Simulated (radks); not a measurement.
Task: All-electron atom: Pd I in [Kr] 4d8.5 5s1 5p0.5 (fractional occupations, a model configuration). Calculated with a radial shooting solver on a logarithmic mesh with Libxc functionals: Dirac Kohn-Sham, LDA (Slater exchange, Perdew-Wang correlation), spin-unpolarised, spherical densities, point nucleus; open shells fill j = l - 1/2 first.

Spin-orbit splittings of the eigenvalues, e(l+1/2) - e(l-1/2), with zeta = 2 splitting/(2l+1) and mean radii in bohr:

| shell | occ. | splitting (eV) | zeta (eV) | <r> j=l-1/2 | <r> j=l+1/2 |
|---|---|---|---|---|---|
| 2p | 6 | ? | ? | 0.1172 | 0.1222 |
| 3p | 6 | 27.75 | 18.50 | 0.3717 | 0.3826 |
| 3d | 10 | 5.539 | 2.216 | 0.3558 | 0.3593 |
| 4p | 6 | 4.553 | 3.035 | 1.015 | 1.047 |
| 4d | 8.5 | 0.4940 | 0.1976 | 1.444 | 1.467 |
| 5p | 0.5 | 0.1622 | 0.1081 | 4.449 | 4.651 |

Estimate the 2p splitting.

Result: 159.1 eV (zeta = 106.1 eV).
